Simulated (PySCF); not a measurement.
## Deuteron quadrupole couplings in `C=CCC1=COC=CC1`

Species: C8H10O.
Z-matrix (Å and degrees, GFN2-xTB geometry), rows numbered from 1:
```
C 
C   1  1.3192
C   2  1.5003  1  124.62
C   3  1.5031  2  110.48  1   119.23
C   4  1.3262  3  122.02  2   109.24
O   5  1.3687  4  125.74  3  -179.71
C   6  1.3629  5  115.61  4    -1.02
C   7  1.3237  6  125.10  5     1.42
C   8  1.5020  7  122.42  6     0.38
H   1  1.0769  2  122.06  3  -179.72
H   1  1.0781  2  121.77  3     0.82
H   2  1.0821  1  120.54  3   178.94
H   3  1.0928  2  109.15  1  -120.41
H   3  1.0929  2  109.51  1    -1.52
H   5  1.0804  4  123.43  3     0.97
H   7  1.0798  6  110.94  5  -178.44
H   8  1.0779  7  119.85  6  -179.65
H   9  1.0988  4  109.92  3    59.61
H   9  1.0984  4  110.02  3   -57.24
```

Level: PBE0/pcSseg-1 (PySCF, non-relativistic); Q(2H) = 0.00286 b; rigid geometry, the same for H and D, with no vibrational averaging.

Task: Rank these positions by the coupling χzz of a deuteron there, largest first.
A. H18 (methylene hydrogen)
B. H10 (vinylic hydrogen)
C. H13 (methylene hydrogen)
D. H16 (vinylic hydrogen)

Result: B (227 kHz), D (217 kHz), C (203 kHz), A (194 kHz).

Task: Give the electric field gradient Vzz (the principal value of largest size), its asymmetry and the 2H coupling at each hydrogen.

Result: 
| atom | bonded to | bond length (Å) | Vzz (au) | η | χzz (kHz) |
| --- | --- | --- | --- | --- | --- |
| H10 | C1 | 1.077 | 0.3381 | 0.05 | 227 |
| H11 | C1 | 1.078 | 0.3355 | 0.06 | 225 |
| H12 | C2 | 1.082 | 0.3235 | 0.05 | 217 |
| H13 | C3 | 1.093 | 0.3028 | 0.01 | 203 |
| H14 | C3 | 1.093 | 0.3011 | 0.01 | 202 |
| H15 | C5 | 1.080 | 0.3225 | 0.11 | 217 |
| H16 | C7 | 1.080 | 0.3234 | 0.10 | 217 |
| H17 | C8 | 1.078 | 0.3347 | 0.08 | 225 |
| H18 | C9 | 1.099 | 0.2891 | 0.03 | 194 |
| H19 | C9 | 1.098 | 0.2924 | 0.04 | 196 |

Task: How does χzz go with the bond length over the 10 C–H bonds?

Result: A straight-line fit has a slope of -13.8 kHz for each 0.01 Å, with a correlation coefficient of -0.99, over lengths from 1.077 to 1.099 Å. The longer bonds have the smaller couplings here.

Task: A static deuteron (I = 1) shows a doublet split by (3/2)χ, (3/4)χ(1 + η) and (3/4)χ(1 − η) with the field along z, y and x of the gradient. What are these for H16?

Result: With |χ| = 217.3 kHz and η = 0.102: 326, 180 and 146 kHz, to first order and without motion.

Geometry: GFN2-xTB, one conformer, isolated molecule. GFN2-xTB bond lengths can be off by several hundredths of an ångström, more for odd bonds, and the gradients follow them. The basis is small and wasn't made for field gradients, so the couplings can be 20 % off.
